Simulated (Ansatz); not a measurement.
CdF2 (SMILES [F][Cd][F]) moved off its minimum; all values from Ansatz (a quantum-chemistry and plane-wave program), cores frozen in correlated methods. Elements past Kr take the def2 small-core potentials, without spin–orbit coupling.
(charge 0, multiplicity 1)
```xyz
3

Cd    -0.0221     0.0217    -0.0676
F     -0.0039     0.0011    -1.8962
F      0.0346     0.0241     1.9665
```

Give the forces (eV/Å), the total energy and the dipole at CCSD(T)/def2-TZVPPD.


```tsv
atom	Fx	Fy	Fz
Cd1	0.090	0.015	4.485
F2	-0.009	-0.021	-2.716
F3	-0.082	0.007	-1.769
```
Energy -366.8067 hartree, dipole 0.91 D.
